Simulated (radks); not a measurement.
Question: These are the eigenvalues of the occupied orbitals of an atom or ion with whole-number occupations (eV). Method: scalar-relativistic Kohn-Sham, BLYP, spin-polarised, spherical densities, finite nucleus; Fermi nuclear charge, rms radius of each element as measured or else 0.836 A^(1/3) + 0.57 fm; computed with a radial shooting solver on a logarithmic mesh with Libxc functionals.

orbital  eigenvalue
1s up     -59281.80
1s down   -59281.80
2s up     -10002.18
2s down   -10002.16
2p up     -8832.947
2p down   -8832.938
3s up     -2247.799
3s down   -2247.359
3p up     -1893.650
3p down   -1893.211
3d up     -1455.915
3d down   -1455.579
4s up     -442.8281
4s down   -441.9046
4p up     -326.4207
4p down   -325.5151
4d up     -171.7698
4d down   -170.8858
5s up      -53.3451
5s down    -52.9349
5p up      -26.8266
5p down    -26.5398
6s up       -3.7763
6s down     -3.7532
4f up       -3.2482
4f down     -2.4891

Which element is it, and in what charge state? The configuration may be excited. Open shells, if any, are filled with parallel spins first.

Answer: Z = 69, thulium, charge 0: Tm in [Xe] 4f13 6s2. The list shows which subshells hold electrons but not how many an open one holds; the 1s level, -2178.6 hartree, gives Z - s = 66.0 by -(Z - s)^2/2, which with screening and relativity narrows Z to a few neighbours, and the depths of the outer levels then fix element, charge and occupations together.
